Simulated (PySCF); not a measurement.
These are PBE-D3(BJ)/def2-TZVP // B3LYP-D3(BJ)/def2-TZVP in PySCF 2.14.0 values and carry that method's errors. Gas-phase values, no solvent. 

Reference species (SMILES): `C(#CC#N)C` (neutral, multiplicity 1).

```yaml
HOMO: -7.19 eV
LUMO: -2.06 eV
S1 oscillator strength: 0.000
```

Changed species: `N#CC=O` (X = formyl; the reference has X = propynyl).

**Question.** Give the shifts of the HOMO, LUMO and S1 oscillator strength.

**Answer.** the HOMO falls by 0.26 eV, to -7.45 eV; the LUMO decreases by 2.11 eV, to -4.17 eV; the S1 oscillator strength stays essentially unchanged.
